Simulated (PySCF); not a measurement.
formamidinium (CH₅N₂), SMILES C(N)=[NH2+], charge +1.

Geometry optimised at PBE0-D3(BJ)/def2-TZVP. Other conformers were not sampled.

These are CAM-B3LYP/def2-TZVPD (PySCF) values and carry that method's errors.

Isolated molecule, no solvent.

Computed frontier levels, gap, dipole moment and polarisability:
```json
{
  "highest_occupied_level": "-15.79 eV",
  "lowest_empty_level": "-5.07 eV",
  "orbital_gap": "10.72 eV",
  "dipole_moment_about_the_centre_of_nuclear_charge": "0.18 D",
  "mean_static_polarisability": "26.5 bohr³ (3.92 Å³)",
  "polarisability_principal_values": "18.1, 24.6, 36.7 bohr³"
}
```
